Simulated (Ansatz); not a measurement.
# GeH2ClO (SMILES [O][GeH2][Cl]): the energy to break a bond

The species is GeH2ClO (5 atoms), meant as a doublet with charge 0. SMILES: `[O][GeH2][Cl]`. Geometry: optimised at wB97X-V/def2-SVP.

```csv
atom,x (Å),y (Å),z (Å)
O,-0.2737,-0.5918,1.6273
Ge,0.1245,-0.0804,-0.0374
Cl,-1.3520,1.2934,-0.7787
H,0.0855,-1.3433,-0.8973
H,1.4655,0.6483,0.0447
```

Wanted: the dissociation energy of the Ge2–O1 bond into doublet GeH2Cl and triplet O (shapes relaxed at wB97X-V/def2-SVP, no zero-point term). 1 Eh = 2625.50 kJ/mol = 27.2114 eV. Totals in Eh; open shells run unrestricted unless said.

| level | program | GeH2ClO | doublet GeH2Cl | triplet O |
| --- | --- | --- | --- | --- |
| UB3LYP/def2-TZVPP | Ansatz | -2613.714017 | -2538.476956 | -75.096275 |
| UPBE0-D4/def2-TZVPP | Ansatz | -2613.160422 | -2537.999915 | -75.018600 |
| UMP2/def2-TZVPP, 15 core orbitals frozen | Ansatz | -2611.579186 | -2536.478496 | -74.957293 |

Task: Work out the dissociation energy at each level.

Result: 
1. UB3LYP/def2-TZVPP: (-2538.476956) + (-75.096275) − (-2613.714017) = 0.140786 Eh = 369.6 kJ/mol = 3.83 eV.
2. UPBE0-D4/def2-TZVPP: (-2537.999915) + (-75.018600) − (-2613.160422) = 0.141907 Eh = 372.6 kJ/mol = 3.86 eV.
3. UMP2/def2-TZVPP: (-2536.478496) + (-74.957293) − (-2611.579186) = 0.143397 Eh = 376.5 kJ/mol = 3.90 eV.

The levels span 370 to 376 kJ/mol; no measured value is set beside them. A bond enthalpy at 298 K also holds the loss of zero-point energy and thermal terms.
